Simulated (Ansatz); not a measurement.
Reaction (isomerisation): `CC[N]([AlH2])[SiH3]` → `[CH3][AlH][NH]C[SiH3]`

Gas-phase electronic energies from Ansatz, PBE0-D4/def2-TZVP geometries. CBS: MP2 limit from def2 TZ/QZ plus the TZ coupled-cluster correction, frozen cores. DFT in def2-TZVPP. HSE06 is defined as in plane-wave codes. Each species was taken in one conformer, which may not be the lowest.

CCSD(T)/CBS gives +27.0 kJ/mol.

(1) Another level gave +30.3 kJ/mol. Which?
A. B97M-V/def2-TZVPP
B. LDA (SPW92)/def2-TZVPP
C. BHLYP/def2-TZVPP
D. HSE06/def2-TZVPP

Largest T1 diagnostic among the species: 0.012.

Results:

(1) A. B97M-V 30.3, LDA (SPW92) 19.4, HSE06 15.4, BHLYP 24.5 kJ/mol.

Leaving LDA and LC-ωPBE aside and taking each functional with its dispersion term where it has one, the values, not all of them listed here, spread over 16.2 kJ/mol, from PBE-D4 to BHLYP-D4. LDA lies +9.9 kJ/mol from PBE without D4. The D4 term adds +8.2 kJ/mol with B3LYP and +4.4 kJ/mol with PBE0; it sums over pairs of atoms, weighted by their polarisabilities, and B3LYP, whose exchange is more repulsive, gets the larger term. From PBE to PBE0 (25 % exact exchange), in def2-TZVPP and without D4, ΔE moves by +6.0 kJ/mol.

CCSD(T)/CBS has its own doubt, a few kJ/mol and more with outer-core shells, so smaller differences from it don't rank the levels.

B3LYP here is the variant with VWN-RPA as its local correlation; programs differ in this.
